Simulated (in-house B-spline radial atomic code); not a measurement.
**Ionising the palladium ion Pd⁵⁺ with different functionals**

Computed with an all-electron radial atomic-structure program (B-spline basis): scalar-relativistic (spin-free X2C) Hamiltonian, Fermi nucleus of rms radius 4.5318 fm, spin-polarised at highest spin, spherical fractional occupations for the functionals, and exact exchange of hybrids averaged over the configuration. The ionisation energy is the difference of two self-consistent energies, [Kr] 4d5 → [Kr] 4d4, without Breit or QED terms; ε is the level of the shell that loses the electron (its least bound occupied spin orbital). There is no spin-orbit coupling in this Hamiltonian.

```
   method                    rung  ΔSCF (eV)  -ε(4d) (eV)
     PBE0           global hybrid      84.78        78.48
    B3LYP           global hybrid      84.60        77.80
    TPSSh           global hybrid      84.71        76.97
BHandHLYP           global hybrid      84.57        80.68
  r2SCAN0           global hybrid      85.21        78.97
    B97-1           global hybrid      84.44        77.74
    HSE06  range-separated hybrid      84.75        78.03
    wB97X  range-separated hybrid      84.30        80.63
CAM-B3LYP  range-separated hybrid      84.54        79.73
  LC-wPBE  range-separated hybrid      84.63        81.16
```

Question: Among the functionals, which spreads more, the ΔSCF values or the orbital energies?

Answer: The orbital energies: ΔSCF values span about 0.91 eV and the orbital energies 4.20 eV; here energy differences depend much less on the functional than eigenvalues do.

Question: How do they compare with the NIST value?

Answer: NIST lists 84 eV ± 2 (tabulated theory, ground level to ground level). Errors run from +0.20 to +1.11 eV; all lie within about twice that uncertainty, so the table can't rank the methods.
